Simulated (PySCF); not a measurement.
# Field gradients at the hydrogen positions

Compound: C4H9F3Si2.
Z-matrix (Å and degrees, PBE0-D3(BJ)/def2-SVP geometry), rows numbered from 1:
```
F 
C   1  1.3351
F   2  1.3469  1  106.99
F   2  1.3354  1  107.35  3   114.49
C   2  1.5148  1  111.79  3  -122.45
C   5  1.5382  2  110.99  1  -176.88
Si  6  1.9166  5  111.53  2   -77.96
Si  7  2.3414  6   92.99  5   -24.73
C   5  1.5386  2  110.95  1    57.82
H   5  1.1037  2  103.95  1   -59.58
H   6  1.1025  5  107.95  2   165.59
H   6  1.1005  5  111.04  2    49.20
H   7  1.4923  6  113.17  5    94.49
H   7  1.4953  6  110.18  5  -143.70
H   8  1.4956  7  115.49  6  -113.12
H   8  1.4924  7  115.54  6   118.64
H   9  1.1005  5  111.03  2   -48.15
H   9  1.1024  5  107.99  2  -164.50
```

Level: PBE0/pcSseg-1 (PySCF, non-relativistic); Q(2H) = 0.00286 b; rigid geometry, the same for H and D, with no vibrational averaging.

Question: Rank these positions by the coupling χzz of a deuteron there, largest first.
A. H10 (methine hydrogen)
B. H18 (methylene hydrogen)
C. H15 (Si–H hydrogen)

Answer: B (196 kHz), A (186 kHz), C (95 kHz).

Give the electric field gradient Vzz (the principal value of largest size), its asymmetry and the 2H coupling at each hydrogen.

```tsv
atom	bonded to	bond length (Å)	Vzz (au)	η	χzz (kHz)
H10	C5	1.104	0.2768	0.05	186
H11	C6	1.103	0.2912	0.04	196
H12	C6	1.100	0.2933	0.05	197
H13	Si7	1.492	0.1437	0.03	97
H14	Si7	1.495	0.1419	0.03	95
H15	Si8	1.496	0.1417	0.03	95
H16	Si8	1.492	0.1437	0.03	97
H17	C9	1.101	0.2932	0.05	197
H18	C9	1.102	0.2915	0.04	196
```

Average by the element that carries the hydrogen.

on C: 194 kHz over 5 positions, mean bond length 1.102 Å; on Si: 96 kHz over 4 positions, mean bond length 1.494 Å.

A static deuteron (I = 1) shows a doublet split by (3/2)χ, (3/4)χ(1 + η) and (3/4)χ(1 − η) with the field along z, y and x of the gradient. What are these for H13?

With |χ| = 96.6 kHz and η = 0.027: 145, 74 and 70 kHz, to first order and without motion.

The structure is a single PBE0-D3(BJ)/def2-SVP conformer in the gas phase; no vibrational or solvent corrections. With so small a basis the couplings can be 20 % off.

The run behind these numbers computed NMR shieldings as well. On Arm Neoverse V2, one thread, no GPU, shared host, this took 40 s wall and 0.99 GiB of memory at its peak.
